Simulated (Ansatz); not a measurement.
A nudged elastic band was laid between two geometries of CH5ClSn + H2 (10 atoms, charge 0, multiplicity 1).

The calculation used RHF/def2-SVP in Ansatz 0.2.0.

* movable images: 9
* climbing image: yes
* spring: 5.0 eV/Å²
* optimiser: quadratic models (default)
* start path: through a guess of the saddle point
* force threshold: 0.05 eV/Å
* iteration limit: 60
* end points: relaxed

First end point:

```xyz
10
Properties=species:S:1:pos:R:3
Sn 0.506 0.125 -0.275
Cl 0.136 -0.130 2.059
H 2.187 0.356 -0.452
C -0.650 1.826 -0.890
H -1.694 1.683 -0.613
H -0.276 2.726 -0.402
H -0.583 1.955 -1.971
H -0.006 -1.334 -0.994
H -3.830 -0.368 2.023
H -3.100 -0.332 2.178
```

Last end point:

```xyz
10
Properties=species:S:1:pos:R:3
Sn -0.391 -0.343 -0.588
Cl -0.934 1.221 3.325
H 1.131 -0.580 0.159
C -0.785 1.760 -0.882
H -1.726 1.898 -1.415
H -0.850 2.260 0.084
H 0.016 2.217 -1.464
H -0.403 -1.168 -2.091
H -1.606 -1.035 0.410
H -1.761 0.275 3.126
```

(1) Which bonds break or form, and what moves?

(2) What energy profile does the band end with?

(3) What is the geometry of the highest image?

Answers

(1) Bonds broken: Sn1–Cl2, H9–H10. Bonds formed: Sn1–H9, Cl2–H10. CH5ClSn + H2 becomes CH6Sn + ClH.

(2) The run converged. The highest image is number 6 of 0 to 10, 2.43 eV above the first end and 1.74 eV above the last; the last end lies 0.69 eV above the first. A vibrational analysis at the climbing image gives one clearly imaginary mode, 1033i cm⁻¹, and a faint second one (37i cm⁻¹) that may be numerical noise or a soft torsion: probably a first-order saddle point. The orbitals stay closed-shell, which can raise the energy where a bond breaks towards radicals; this wasn't checked here.

```tsv
image	path coordinate (Å)	energy (eV)	Sn1–Cl2 (Å)	H9–H10 (Å)	Sn1–H9 (Å)
0	0.00	0.00	2.38	0.75	4.93
1	0.89	0.01	2.38	0.75	4.40
2	1.79	0.02	2.38	0.75	4.13
3	2.68	0.06	2.38	0.75	3.73
4	3.58	0.36	2.40	0.74	3.05
5	4.47	1.28	2.52	0.75	2.46
6	5.37	2.43	2.97	0.89	1.98
7	5.96	1.34	3.21	1.44	1.77
8	6.55	0.82	3.65	1.87	1.73
9	7.14	0.70	4.03	2.40	1.72
10	7.73	0.69	4.25	3.02	1.72
```

(3) 
```xyz
10
Properties=species:S:1:pos:R:3
Sn -0.308 -0.075 -0.200
Cl -0.428 0.950 2.588
H 1.277 -0.464 0.228
C -0.938 1.880 -0.787
H -1.934 1.829 -1.225
H -0.941 2.519 0.091
H -0.241 2.271 -1.530
H -0.901 -1.266 -1.295
H -1.597 -0.850 1.086
H -1.300 -0.289 1.707
```

Run time: 4.9 min on 1 thread of Intel(R) Xeon(R) Platinum 8488C (Sapphire Rapids), with other jobs on the host, peak memory 0.2 GiB.
